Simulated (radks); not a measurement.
The numbers below are computed, except where a source is named.
The mean radii <r> (bohr) of the occupied orbitals of an atom or ion are listed with their occupations. Level of theory: Dirac Kohn-Sham, PBEsol, spin-unpolarised, spherical densities, finite nucleus; Fermi nuclear charge, rms radius of each element as measured or else 0.836 A^(1/3) + 0.57 fm (a radial shooting solver on a logarithmic mesh with Libxc functionals).

| orbital | occ. | <r> |
|---|---|---|
| 1s1/2 | 2 | 0.03518 |
| 2s1/2 | 2 | 0.1535 |
| 2p1/2 | 2 | 0.1308 |
| 2p3/2 | 4 | 0.1354 |
| 3s1/2 | 2 | 0.4290 |
| 3p1/2 | 2 | 0.4235 |
| 3p3/2 | 4 | 0.4341 |
| 3d3/2 | 4 | 0.4132 |
| 3d5/2 | 6 | 0.4167 |
| 4s1/2 | 2 | 1.098 |
| 4p1/2 | 2 | 1.196 |
| 4p3/2 | 4 | 1.224 |
| 4d3/2 | 3 | 1.640 |
| 5p1/2 | 1 | 3.321 |

Name the element and its charge. Open shells, if any, fill j = l - 1/2 first.

Answer. Z = 42, molybdenum, charge +2: Mo2+ in [Kr] 4d3 5p1. The 1s radius gives Z: for a bare nucleus <r> = (2 gamma + 1)/(2Z) with gamma = sqrt(1 - (Z/c)^2), 0.03457 bohr for Z = 42, and screening makes it slightly larger (0.03518 here). The occupations add up to 40, and the charge is Z minus that.
